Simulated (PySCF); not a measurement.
## Dipole response of Nd (neodymium, neutral)

[Xe] 4f4 6s2, one real determinant. Computed with PySCF 2.14 in cc-pwCVTZ-X2C with one added diffuse shell of g type (12s11p9d7f5g1h, 195 functions), with scalar relativity by spin-free X2C-1e. Coupled (time-dependent) response in atomic units; α is the mean over directions. The basis has no added diffuse functions, which lowers α and C₆.

| method | mean α (bohr³) | α xx, yy, zz | C₆ (like pair) | S(−4) |
| --- | --- | --- | --- | --- |
| PBE | 212.1 | 211.7, 211.7, 212.9 | 3661 | 22470 |

S(−4) is the Cauchy moment in α(ω) = α(0) + S(−4) ω² + …

Reference α: 208 ± 20 bohr³ (recommended; Schwerdtfeger and Nagle, table of static dipole polarizabilities (2023 update)). Published C₆: 3560 (Gould and Bucko (2016)).

Spin-orbit coupling is absent.

α(iu) at PBE:

| u (hartree) | α(iu) (bohr³) |
| --- | --- |
| 0 | 212.1 |
| 0.0500 | 170.8 |
| 0.100 | 110.9 |
| 0.200 | 50.06 |
| 0.300 | 28.98 |
| 0.500 | 15.00 |
| 0.750 | 9.211 |
| 1.00 | 6.495 |
| 1.50 | 3.850 |
| 2.00 | 2.597 |
| 3.00 | 1.461 |
| 5.00 | 0.6883 |

A single London oscillator, α(iu) = α/(1 + u²/ω²), gives C₆ = (3/4) ω α². Matching the computed C₆ needs ω = 4 × 3661 / (3 × 212.1²) = 0.109 hartree.

The components differ because the open shell of this determinant is not spherical; for a pure term their mean is the scalar polarisability.

⟨L²⟩ = 34.00 against 42 for a pure I term, so this real determinant mixes terms. Spin-orbit coupling, absent here, splits the open shell strongly.
